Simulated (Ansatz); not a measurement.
This geometry of CH3ClO + FIn (8 atoms, charge 0, multiplicity 1) is a first-order saddle point.

Method: UHF/def2-SVP in Ansatz.

```xyz
8
Properties=species:S:1:pos:R:3
In -1.691 -0.322 -1.665
F 0.408 -1.344 -1.753
O 0.224 0.503 -0.479
C 0.290 0.537 0.846
H 0.572 -0.512 -1.084
Cl -1.114 -0.459 1.604
H 1.176 0.069 1.268
H 0.135 1.528 1.263
```

Q: Which two structures does it join? (They come from a converged band through this point; their orientation in space is the band's.)

A: Bonds broken: In1–F2, O3–H5. Bonds formed: In1–O3, F2–H5. CH3ClO + FIn becomes CH2ClInO + FH.

Image 0:

```xyz
8
Properties=species:S:1:pos:R:3
In -1.921 -1.718 -1.512
F 0.045 -1.151 -1.640
O 0.665 1.030 -0.383
C 0.436 0.533 0.827
H 0.600 0.319 -1.028
Cl -1.383 0.152 1.112
H 0.907 -0.425 1.025
H 0.652 1.260 1.599
```

Image 8:

```xyz
8
Properties=species:S:1:pos:R:3
In -1.827 -0.654 -1.188
F 0.820 -0.922 -2.395
O -0.011 0.167 -0.326
C 0.193 0.468 0.944
H 0.853 -0.464 -1.592
Cl -1.298 -0.055 1.983
H 1.010 -0.074 1.417
H 0.260 1.534 1.158
```

Q: How far does it lie above each of them?

A: 60.5 kJ/mol above the first and 15.8 kJ/mol above the second. This is the barrier of this one path; another mechanism may lie lower. The orbitals were unrestricted but ended closed-shell.

Run time: 4.6 min on 2 threads of Intel(R) Xeon(R) Platinum 8488C (Sapphire Rapids), on a shared host, peak memory 0.36 GiB.
